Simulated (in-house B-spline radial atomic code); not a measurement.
Values are calculated unless marked as measured or tabulated.
Two electrons in Si: a Gaussian well −V exp(−r²/w²) with V = 252 meV and w = 16 nm

For Si the NSM archive of the Ioffe Institute lists m_l = 0.98 m0, m_t = 0.19 m0 and ε = 11.7; the model takes one isotropic valley with the conductivity mass 3/(1/m_l + 2/m_t) = 0.26 m0, and so misses anisotropy and the other valleys. All triplets below are those of one valley; with several valleys two electrons can form a triplet in the 1s orbital itself, at an energy set by the valley splitting.

Effective-mass model with parabolic bands, a uniform dielectric constant, no image charges, no central-cell or spin-orbit terms. Two-electron levels come from full CI in B-splines with partial waves to l = 5 (up to 0.001 effective hartree above the limit).

(1) What are the effective units, and what is the potential in them?

In these units the lowest s and p orbitals lie at -4.192391 and -3.755146, and their Coulomb and exchange integrals are J_ss = 0.528971, J_sp = 0.436607 and K_sp = 0.08638. Full CI gives -7.920117 for the ground singlet, -7.614161 for the sp triplet, -7.488690 for the sp singlet and -7.213259 for the lowest triplet of two s orbitals.

(2) What does it cost to add the second electron, to first order and exactly?

(3) How far above the singlet do the triplets lie?

Answers

(1) Ha* = 27211.386 meV × 0.26/11.7² = 51.68 meV and a* = 0.0529177 nm × 11.7/0.26 = 2.381 nm. V = 4.87 Ha* and w = 6.7 a*.

(2) To first order E = 2ε_s + J_ss = -7.855811, so the charging energy E(2) − 2E(1) is J_ss = 27.34 meV. CI gives -7.920117 − 2 × (-4.192391) = 0.464664, or 24.02 meV: relaxation and correlation lower it by 3.324 meV, 12.2 % of J_ss. The s² configuration of one-electron orbitals holds 94.5 % of the state, and the mean radius is 4.48 nm. The second electron is bound by ε_s − E = 192.7 meV, against 216.7 meV for the first.

(3) To first order the sp triplet lies at ε_s + ε_p + J_sp − K_sp = -7.597307, which is 13.36 meV above 2ε_s + J_ss. CI gives -7.614161 − (-7.920117) = 0.305957, or 15.81 meV, 70 % of the orbital spacing of 22.6 meV. The ss triplet lies 36.53 meV up, so the lower of the two is the sp one, and its gap equals k_BT at 184 K. The sp singlet-triplet splitting is 6.485 meV, against 2K_sp = 8.928 meV.
